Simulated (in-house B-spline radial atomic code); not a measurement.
## Ionising the iodine ion I⁶⁺ with different functionals

Computed with an all-electron radial atomic-structure program (B-spline basis): scalar-relativistic (spin-free X2C) Hamiltonian, Fermi nucleus of rms radius 4.75 fm, spin-polarised at highest spin, spherical fractional occupations for the functionals, the average over the highest-spin determinants for Hartree-Fock. The ionisation energy is the difference of two self-consistent energies, [Kr] 4d10 5s1 → [Kr] 4d10, without Breit or QED terms; ε is the level of the shell that loses the electron (its least bound occupied spin orbital). There is no spin-orbit coupling in this Hamiltonian.

```
           method                    rung  ΔSCF (eV)  -ε(5s) (eV)
     Hartree-Fock            Hartree-Fock      85.96        86.12
    HF fractional            Hartree-Fock      85.96        86.12
         LDA VWN5                     LDA      89.01        82.88
         LDA PW92                     LDA      89.00        82.87
LDA exchange-only                     LDA      87.70        81.65
              PBE                     GGA      88.54        82.33
           PBEsol                     GGA      88.45        82.39
             BLYP                     GGA      88.84        82.51
             RPBE                     GGA      88.30        82.08
             PW91                     GGA      88.67        82.48
             BP86                     GGA      88.43        82.48
             AM05                     GGA      88.40        82.40
             OLYP                     GGA      88.29        82.03
             TPSS                meta-GGA      87.93        81.96
             SCAN                meta-GGA      87.94        82.63
           r2SCAN                meta-GGA      87.73        82.35
          revTPSS                meta-GGA      87.75        81.88
             PBE0           global hybrid      88.05        83.47
            B3LYP           global hybrid      88.61        83.58
            TPSSh           global hybrid      87.79        82.45
        BHandHLYP           global hybrid      87.95        84.77
          r2SCAN0           global hybrid      87.56        83.58
            B97-1           global hybrid      87.81        82.94
            HSE06  range-separated hybrid      88.10        83.14
            wB97X  range-separated hybrid      87.16        85.73
        CAM-B3LYP  range-separated hybrid      88.57        85.33
          LC-wPBE  range-separated hybrid      88.11        86.58
```

Question: Among the functionals, which spreads more, the ΔSCF values or the orbital energies?

Answer: The orbital energies: ΔSCF values span about 1.84 eV and the orbital energies 4.94 eV.

Question: How do they compare with the NIST value?

Answer: NIST lists 87.61 eV ± 0.06 (semi-empirical, ground level to ground level). Errors run from -1.65 to +1.40 eV; r2SCAN0 is closest (-0.05 eV), though others lie within the uncertainty of it, and part of that can be cancellation, since the calculations leave out Breit-QED terms. Hartree-Fock also lacks correlation.
